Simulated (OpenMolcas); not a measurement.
**Os2+: moving or changing the point charges**

Os2+ among 6 point charges of -1.5 e arranged as an octahedron (Oh), 2.03 Å from the ion.
```
   2.0300    0.0000    0.0000  -1.50
   0.0000    2.0300    0.0000  -1.50
  -2.0300    0.0000    0.0000  -1.50
   0.0000   -2.0300    0.0000  -1.50
   0.0000    0.0000    2.0300  -1.50
   0.0000    0.0000   -2.0300  -1.50
```

```json
{"Program": "OpenMolcas", "Method": "CASSCF", "Basis": "ANO-RCC-VDZP [7s6p4d2f1g]", "Scalar Hamiltonian": "DKH2, point nucleus", "Active space": "6 electrons in 5 orbitals (5d)", "State averaging": "2S+1 = 5 even, 5 roots; 2S+1 = 3 even, 45 roots; 2S+1 = 1 even, 50 roots", "Spin-orbit coupling": "RASSI with atomic mean-field integrals over the reference wave functions"}
```

Runs around this geometry, states (labels of O, the rotations of Oh). Energies in cm-1 above the lowest state or level, χT in cm3 K/mol; under a threefold ground state the first gap can be a small split of the lowest multiplet, not the spin-orbit step.

```csv
R (Å),q (e),Ground state,First state of that spin,First gap with spin-orbit (degeneracies),χT at 300 K,First state of another spin
2.03,-0.98,5T2,5E 9049,"86.6 (3, 2)",4.163,3T1 9503
1.92,-1.5,1A1,1T1 13029,"4608 (1, 2)",0.151,5T2 3861
2.03,-1.5,5T2,5E 13998,"1802 (1, 2)",0.407,1A1 2152
2.27,-1.5,5T2,5E 8732,"111.5 (3, 2)",4.267,3T1 9940
```

Scaling the charges by -0.98 / -1.5 = 0.65 scales the first state of the same spin by 9049 / 13998 = 0.65; with fixed orbitals a first-order splitting would follow the charge.

The ground state changes within this set.

Without dynamic correlation the repulsion within the d shell is too large (B by tens of per cent), so at a given field states of lower spin stand too high. Spin-orbit coupling mixes the spin-free states strongly: the lowest level takes only 53 % from its leading state, 1A1 (figures for R = 1.92, q = -1.5; the like holds for R = 2.03, q = -1.5). An orbital triplet at a regular site is open to Jahn-Teller coupling, which can distort the site and quench the lowest spin-orbit gaps and is left out (holds for R = 2.03, q = -0.98; R = 2.27, q = -1.5). Point charges give a weaker field than real ligands, and real ions of this kind are as a rule low spin; the high spin found here belongs to the model (holds for R = 2.03, q = -0.98; R = 2.03, q = -1.5; R = 2.27, q = -1.5). This shell can be high or low spin here, a state of another spin lies low, and with metal d orbitals alone active their balance is uncertain, so the ground spin may be wrong, although the usual error favours high spin (holds for R = 1.92, q = -1.5). This shell can be high or low spin here, a state of another spin lies low, and with metal d orbitals alone active their balance is uncertain, so the ground spin may be wrong (holds for R = 2.03, q = -1.5). This is an electrostatic model: the charges have no orbitals. No measured value stands beside these numbers.
